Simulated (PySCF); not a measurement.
## MHg cations for M along the third period

CCSD(T) with double-zeta basis sets in PySCF, for the lowest determinant that a PBE0 search found; no spin–orbit coupling. De refers to high-spin ground-configuration atoms (the charge goes to the atom of lower measured ionisation energy or higher electron affinity, which is not always the lowest computed limit).

| M | basis | reference, frozen orbitals | charged atom | state (unpaired electrons) | Re (Å) | ωe (cm⁻¹) | De (eV) |
| --- | --- | --- | --- | --- | --- | --- | --- |
| Na | def2-SVP | RHF, 1 | Na+ | singlet (closed shell) | 3.148 | 108 | 0.32 |
| Mg | def2-SVP | UHF, 1 | Mg+ | doublet (σ ↑) | 2.913 | 159 | 0.60 |
| Al | def2-SVP | RHF, 5 | Al+ | singlet (closed shell) | 3.032 | 114 | 0.37 |
| Si | def2-SVP | UHF, 5 | Si+ | doublet (π ↑) | 2.657 | 201 | 1.06 |
| S | def2-SVP | ROHF, 5 | S+ | doublet (π ↑) | 2.389 | 291 | 1.11 |
| Cl | def2-SVP | RHF, 5 | Hg+ | singlet (closed shell) | 2.311 | 329 | 1.55 |

Problem. By what factor does the well depth vary along the series?

Solution. At CCSD(T) it runs from 0.32 eV (NaHg⁺) to 1.55 eV (HgCl⁺), a factor of 4.84.

The state changes along the series, so neighbouring rows are not always alike in their bonding.

Correlated steps freeze the inner cores (1 to 5 orbitals); shallow outer-core shells are correlated. UHF and ROHF references stand side by side, which adds small steps between rows. Weak bonds: AlHg⁺, NaHg⁺. Basis-set superposition, not corrected here, can be much of De in a small basis, most of all at correlated wavefunction levels. These are scalar-relativistic numbers at best; spin–orbit coupling would shift them, the dissociation energy most. For an ion De counts to the pair picked by the measured ionisation energies or electron affinities, which need not be the lowest pair at this level. Where the molecule has an RHF reference, its open-shell atoms are computed with UHF. The CCSD T1 diagnostic is raised in HgCl⁺, a sign that a single reference may not be enough there. States were picked by a PBE0 search and need not be the measured ground states.
